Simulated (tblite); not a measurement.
Compound: CH4NOSi (doublet state).
SMILES with atom numbers: `[O:1]=[CH:2][NH:3][SiH2:4]` (hydrogens: H5 on C2; H6 on N3; H7, H8 on Si4)

Structure used (GFN2-xTB), in Å, numbered top down from 1:
```
atom  x, y, z in Å
O1     0.7123    1.3907    0.4218
C2     1.1152    0.2998    0.0962
N3     0.2732   -0.6968   -0.2057
Si4   -1.4271   -0.2332   -0.0843
H5     2.1896    0.0546    0.0253
H6     0.6428   -1.5939   -0.4728
H7    -1.7350    0.7501   -1.1061
H8    -1.7618    0.0381    1.3010
```

Computed with GFN2-xTB (tblite): harmonic, unscaled wavenumbers at the GFN2-xTB geometry, gas phase. Against measured fundamentals such values can be off by several per cent, at times by over 20. Modes of hydrogen on silicon can be 10 to 20 % off. One conformer, not necessarily the lowest. Open shells enter through the occupations alone, without spin polarisation, and single modes of such species can be off by tens of per cent.

Harmonic wavenumbers (cm⁻¹): 131.3, 173.2, 260.2, 523.3, 570.4, 589.2, 658.8, 700.2, 797.3, 933.0, 1142.7, 1325.1, 1365.0, 1735.6, 2358.6, 2370.5, 2787.7, 3478.9.

A = 13839, B = 4748, C = 3699 MHz; mass 74.006 u (most abundant isotopes); point group Cs, symmetry number 1; spin multiplicity 2.

Task: What is the zero-point energy?

Result: ½Σν̃ = 10950 cm⁻¹ = 31.31 kcal/mol.

Task: Give the ideal-gas entropy at 350 K and 1 bar in the rigid-rotor, harmonic-oscillator model (classical rotation).

Result: Translation 39.64, rotation 25.17, vibration 11.79, spin (R ln 2) 1.38: S = 78.0 cal/(mol K).

Task: And Cp and H(350 K) − H(0)?

Result: Cp = 22.18 cal/(mol K), of which vibrations give 14.23 (their classical limit is 18 R = 35.8); H(350 K) − H(0) = 5.17 kcal/mol without the zero-point energy, 2.39 from vibrations.

Task: How do the functions run with temperature in this model?

Result: 
```tsv
T (K)	S (cal/(mol K))	Cp (cal/(mol K))	H − H(0) (kcal/mol)	G − H(0) (kcal/mol)	ln q(vib)
150	63.2	13.6	1.55	-7.92	0.65
250	71.2	18.2	3.15	-14.65	1.53
298.15	74.6	20.2	4.07	-18.16	1.99
400	81.1	23.9	6.33	-26.10	2.99
600	91.8	29.0	11.64	-43.42	4.95
900	104.5	33.8	21.13	-72.94	7.69
```

q(vib) and H(0) count from the zero-point level.

Task: Which modes carry the vibrational entropy at 350 K?

Result: 131.3 cm⁻¹: 3.24; 173.2 cm⁻¹: 2.70; 260.2 cm⁻¹: 1.95; 523.3 cm⁻¹: 0.81; 570.4 cm⁻¹: 0.69; 589.2 cm⁻¹: 0.65 cal/(mol K); the other 12 give 1.74 together.

Hindered rotation and anharmonicity are outside this model. Other conformers, if any are populated, would add a mixing term that is left out.
